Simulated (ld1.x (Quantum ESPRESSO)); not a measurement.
**Tc, RRKJ: configuration errors across variants**

- Element: technetium
- Generator: ld1.x (Quantum ESPRESSO) 7.5
- Type: norm-conserving RRKJ (Kleinman–Bylander form)
- Functional: LDA (PZ)
- Relativity: fully relativistic
- Frozen core: [Ar] 3d10 4s2
- Valence charge: 13
- Reference configuration: 4p6 4d5 5s2 5p0
- Partial waves: 4p (bound): rc 1.50 bohr; 4d (bound): rc 1.25 bohr; 5s (bound): rc 2.15 bohr
- Local potential: the s channel
- Core correction: a·sin(br)/r model core inside 1.30 bohr
- rho0: 0.01

Open shells are filled in proportion to 2j + 1 (rel_dist='average').

All-electron excitation energies from the reference (eV): (1) 4p6 4d5 5s1 5p0 8.432; (2) 4p6 4d5 5s0 5p0 23.634; (3) 4p6 4d4 5s0 5p0 52.559; (4) 4p6 4d3 5s0 5p0 94.786; (5) 4p6 4d6 5s1 5p0 -0.865; (6) 4p5 4d5 5s2 5p0 51.622; (7) 4p6 4d5 5s1.5 5p0 3.407.

1 further variants failed, have other tests or too few solved ones, and are left out.

Errors AE − PS in meV (a dash: test not solved or not reliable):

```csv
change,(1),(2),(3),(4),(5),(6),(7),bound ghosts
base,-2.3,-22,-88,-338,-56,-155,-0.4,none
"all radii but the core radius scaled by about 0.87 (s 1.86, p 1.30, d 1.08 bohr)",+4.4,-9.5,-103,-384,-18,+377,+1.3,none
"all radii but the core radius scaled by about 0.96 (s 2.06, p 1.44, d 1.20 bohr)",-0.7,-16,-91,-351,-44,-50,+0.1,none
"all radii but the core radius scaled by about 1.04 (s 2.24, p 1.56, d 1.30 bohr)",-3.6,-27,-85,-323,-65,-217,-0.7,none
"all radii but the core radius scaled by about 1.12 (s 2.40, p 1.68, d 1.40 bohr)",-4.4,-30,-80,-303,-70,-267,-0.8,none
"all radii but the core radius scaled by about 1.18 (s 2.54, p 1.78, d 1.48 bohr)",-4.8,-32,-75,-282,-74,-303,-0.9,none
"all radii but the core radius scaled by about 1.39 (s 2.98, p 2.08, d 1.74 bohr)",-4.1,-31,-94,-320,-65,-283,-0.7,none
```

Task: Give the same row for: all radii but the core radius scaled by about 1.28 (s 2.76, p 1.92, d 1.60 bohr).

Result: -4.7, -32, -76, -283, -73, -310, -0.9; bound ghosts: none.
